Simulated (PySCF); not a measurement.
## Kr: ionisation energy

Kr [Kr] (1S) → Kr⁺ [Ar] 3d10 4s2 4p5 (2P), as a difference of total energies. All numbers are calculated (PySCF 2.14, no relativity, point nucleus, in def2-SVP (5s4p3d, 32 functions)). Correlated levels: valence: [Ar] 3d10 frozen. The calculations carry no spin-orbit coupling.

```tsv
method	ionisation energy (eV)	difference from reference (eV)
UHF	13.185	-1.037
r2SCAN	14.247	+0.025
MN15	14.006	-0.216
MP2 (valence)	13.863	-0.359
SCS-MP2 (valence)	13.786	-0.436
CCSD (valence)	13.744	-0.478
CCSD(T) (valence)	13.747	-0.475
```

Reference: 14.222 eV (measured; NIST levels, between the centres of gravity of the two terms).

These non-relativistic numbers lack the scalar-relativistic shift.

Errors of the correlated levels include the incompleteness of this basis and the frozen core.
